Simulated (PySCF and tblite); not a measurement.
Results of a calculation; reference values are marked as such.
C5H6O2, numbered as in [CH2:1]=[CH:2][O:3][C:4](=[O:5])[CH:6]=[CH2:7]. Search: ETKDG, MMFF94s, GFN2-xTB, 150 starts; geometries at GFN2-xTB. Free energies are OPBE-D3(BJ)/pcSseg-1 (IEF-PCM, acetonitrile) single points with GFN2-xTB rigid-rotor and vibrational terms (modes under about 100 cm⁻¹ blended into free rotors). Symmetry numbers and mirror images are counted. Conformers within 3 kcal/mol (GFN2-xTB free energy) were kept, 4 at most. GIAO shieldings: OPBE/pcSseg-1 (IEF-PCM, acetonitrile). Shifts are against TMS (¹H), TMS (¹³C) at the same level. (PySCF 2.14, tblite 0.8.)

Torsions listed: C1–C2–O3–C4, C2–O3–C4–O5, O3–C4–C6–C7.

```
conformer           shape  point group  mirror pair  ΔE(DFT)  Δ(G−E) at 250 K  δ C4 (ppm)
        1  180°, 0°, 180°           Cs           no     0.00             0.00       159.9
        2    180°, 0°, 0°           Cs           no     0.47            -0.08       158.2
        3    0°, 0°, 180°           Cs           no     3.12             0.04       163.6
        4      0°, 0°, 0°           Cs           no     3.68            -0.05       162.2
```

Energies in kcal/mol; the thermal term leaves out symmetry numbers and mirror images.

(1) Work out the weights at 250 K and the ¹³C shift of C4 under fast exchange.

The minima are those of GFN2-xTB; planar forms about aryl–S or allylic bonds may be saddles in DFT.

Results:

(1) RT = 0.497 kcal/mol. Each conformer gets RT ln(σ/g), with σ the rotational symmetry number and g = 2 for a mirror pair: 1: σ = 1, g = 1, G = 0.00 + 0.00 + 0.00 = 0.00, 0.00 above the lowest, exp(−ΔG/RT) = 1.000; 2: σ = 1, g = 1, G = 0.47 − 0.08 + 0.00 = 0.39, 0.39 above the lowest, exp(−ΔG/RT) = 0.458; 3: σ = 1, g = 1, G = 3.12 + 0.04 + 0.00 = 3.16, 3.16 above the lowest, exp(−ΔG/RT) = 0.002; 4: σ = 1, g = 1, G = 3.68 − 0.05 + 0.00 = 3.62, 3.62 above the lowest, exp(−ΔG/RT) = 0.001. The sum is 1.461, so the weights are 68.5, 31.4, 0.1, 0.0 %. The averaged shift is 159.4 ppm. At 298.15 K it is 159.3 ppm. At 298.15 K the leading conformer alone gives 159.9 ppm and bare DFT energies give 159.4 ppm.


Conformer gaps in pcSseg-1 on xTB geometries can be 2 kcal/mol off for S=O, P=O and other polar bonds.